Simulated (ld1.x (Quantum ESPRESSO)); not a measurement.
# Transferability test, TM semilocal potential for Ne (Z = 10)

* Element: neon (Ne)
* Generator: ld1.x (Quantum ESPRESSO) 7.5
* Type: norm-conserving Troullier–Martins (semilocal form)
* Functional: PBE
* Relativity: scalar-relativistic
* Frozen core: [He]
* Valence charge: 8
* Reference configuration: 2s2 2p6
* Partial waves: 2p (bound): rc 1.58 bohr; 2s (bound): rc 0.62 bohr
* Local potential: the s channel
* Core correction: Bessel-smoothed model core inside 0.60 bohr

Energies are relative to the spin-unpolarised reference configuration 2s2 2p6; without spin polarisation the order of configurations can differ from experiment.

```
valence configuration  charge  ΔE all-electron (eV)  error AE − PS (meV)
              2s2 2p5      +1                22.475                  -14
              2s2 2p3      +3               133.174                +1219
            2s2 2p5.5    +0.5                 8.868                 -8.3
              2s2 2p2      +4               227.803                +4013
```

**Question.** What are ΔE and the potential's error for 2s2 2p4?

**Answer.** ΔE = 65.744 eV all-electron; the error (AE − PS) is +185 meV.

**Question.** What are ΔE and the potential's error for 2s1 2p6?

**Answer.** ΔE = 45.883 eV all-electron; the error (AE − PS) is -242 meV.
